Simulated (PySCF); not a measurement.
Molecule: SMILES CB(C)O[SiH](C)C (C4H13BOSi). Atoms near the plane z = 1.0 Å, at the GFN2-xTB optimised geometry (x, y, z in Å): Si1 (-0.3, 0.3, 0.0), C2 (1.6, 0.3, 0.0), C3 (-1.0, 2.1, 0.0), H8 (-0.8, -0.4, 1.2), H9 (2.0, -0.7, 0.0), H11 (2.0, 0.8, 0.9), H12 (-0.7, 2.6, 0.9), H13 (-2.0, 2.1, 0.0).

Level of theory: B3LYP/def2-SVP (PySCF). The values are rescaled to run from 0 to 1.

```
|...............................|
|...............................|
|...............................|
|...............................|
|...............................|
|............. .................|
|.............. ................|
|............-=.................|
|.......... .-+:................|
|..........  .:.................|
|..........   ..  ..............|
|..........         ... ........|
|...........        .::. .......|
|..............    ..=+:........|
|............::.   ..:-.........|
|...........:=*=:    ...........|
|...........:*@*:.      ........|
|............-+-:.    ..........|
|.............:.................|
|...............................|
|...............................|
|...............................|
|...............................|
|...............................|
|...............................|
|...............................|
|...............................|
|...............................|
|...............................|
|...............................|
|...............................|
```
Scale: ten equal steps from 0.000 (start of ' ') to 1.00 (end of '@'), in the order ' .:-=+*#%@'; x runs from -5.00 to 5.00, y from -5.00 (bottom) to 5.00 (top).

Problem. Which quantity is mapped?
A) log10 of the electron density
B) deformation density (molecule minus spherical neutral atoms)
C) Laplacian of the electron density
D) electron localisation function

Solution. B, deformation density (molecule minus spherical neutral atoms). In full: deformation density (molecule minus spherical neutral atoms) (e/bohr³).
